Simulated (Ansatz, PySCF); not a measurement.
ClFH4SSi2, SMILES F[SiH2]S[SiH2]Cl.

Coordinates come from a PBE-D3(BJ)/def2-SVP optimisation. The structure was generated by enumeration, and PubChem lists no compound with its InChIKey, so it may never have been made. One conformer was computed; it need not be the lowest.

Vertical ionisation energy (IE) and electron affinity (EA) in eV. Rows of orbital energies are one-electron estimates. Where ΔSCF, EOM or ADC give a negative EA the extra electron is unbound and the value depends on the basis.

```tsv
level	IE	EA
−ε(HOMO), −ε(LUMO), PBE0/def2-TZVP (PySCF)	8.24	0.64
−ε(HOMO), −ε(LUMO), PBE/def2-TZVP (PySCF)	7.02	1.51
ΔSCF, CAM-B3LYP/def2-SVPD (Ansatz), final states of multiplicity 2 and 2	10.32	-0.84
ΔSCF, PBE/def2-SVPD (Ansatz), final states of multiplicity 2 and 2	10.05	-0.47
```

**Question.** What vertical singlet–triplet gap does ΔSCF give with CAM-B3LYP/def2-SVPD (Ansatz, an electronic-structure program) and with PBE/def2-SVPD (Ansatz)? (An estimate is asked for; the answer gives what the named calculation found.)

**Answer.** 6.00 and 5.51 eV (triplet above singlet where positive).
